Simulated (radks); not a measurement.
Ca10+, configuration [Ne] (the NIST ground configuration). Method: Dirac Kohn-Sham, PBE, spin-unpolarised, spherical densities, finite nucleus; Fermi nuclear charge, rms radius 3.4776 fm; computed with a radial shooting solver on a logarithmic mesh with Libxc functionals. Some entries of the table are withheld. Estimate them.

orbital  occ.  eigenvalue (hartree)  <r> (bohr)
1s1/2       2             -153.9645         (1)
2s1/2       2             -23.43085      0.3589
2p1/2       2                   (2)      0.3195
2p3/2       4                   (3)      0.3219
3s1/2       0              -8.14529      0.9481
3p1/2       0              -7.36832      0.9520
3p3/2       0              -7.34067      0.9557

Answer. 
(1) 1s1/2 <r> (bohr): 0.07679
(2) 2p1/2 eigenvalue (hartree): -20.67537
(3) 2p3/2 eigenvalue (hartree): -20.53462
